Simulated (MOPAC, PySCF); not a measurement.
[Mo(Cl)5(OH)], neutral singlet in the gas phase. 

Cartesian coordinates (Å):
```xyz
8

Mo     0.0487     0.0856     0.0359
Cl    -1.9042    -0.3595    -1.2151
Cl     1.0654    -1.8467    -0.7430
Cl    -0.9141     1.9656     0.9912
Cl    -0.9288    -1.1765     1.6945
Cl     1.9906     0.5859     1.1524
O      0.5221     1.0236    -1.4861
H      0.0350     1.1487    -2.3186
```
Charge 0, multiplicity 1.

All levels are single points at this geometry (r2SCAN-D4/def2-SVP); Pople sets use spherical d functions. Orbital energies aren't observables, and empty levels follow the basis.

TPSSh-D3(BJ)/def2-TZVP in PySCF gives dipole (D) = 1.96.

Q: Estimate the dipole (D) from each of these levels: PBE-D3(BJ)/def2-TZVP in PySCF; B3LYP/LANL2DZ in PySCF; BP86/6-31G* (LANL2DZ on Mo) in PySCF; M06-2X/6-31G* (LANL2DZ on Mo) in PySCF; AM1 in MOPAC.

A: 
```tsv
level	dipole (D)
PBE-D3(BJ)/def2-TZVP in PySCF	1.90
B3LYP/LANL2DZ in PySCF	2.53
BP86/6-31G* (LANL2DZ on Mo) in PySCF	2.25
M06-2X/6-31G* (LANL2DZ on Mo) in PySCF	2.34
AM1 in MOPAC	2.81
```
